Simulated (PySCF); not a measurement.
F3Sb, SMILES [F][Sb]([F])[F] (connectivity only; charge and spin as stated), charge +1, multiplicity 2. Geometry: PBE-D3(BJ)/def2-SVP. The spin state was assumed, not searched. The isomer is the one that the SMILES or the coordinates give; other isomers of the formula were not compared. The def2 effective core potentials stand for the cores of Sb; spin–orbit coupling is left out.

Level of theory: PBE-D3(BJ)/def2-SVP (PySCF).

Harmonic wavenumbers (cm⁻¹): 146, 146, 162, 606, 629, 629. Rotational constants (GHz): 4.567, 4.567, 2.853; symmetry number 3.

**Question.** Work out the zero-point energy and the ideal-gas rigid-rotor harmonic-oscillator thermochemistry at 298.15 K and 1 atm.

**Answer.** ZPE = ½ Σ hcν = ½ × 2318 cm⁻¹ = 13.87 kJ/mol. H − E(el) = 30.00 kJ/mol. Entropy in J/(mol K): translation 173.42, rotation 100.04, vibration 38.54, spin 5.76, total 317.77. G − E(el) = -64.74 kJ/mol. Cp = 69.51 J/(mol K). Modes under 150 cm⁻¹ make the vibrational entropy uncertain.
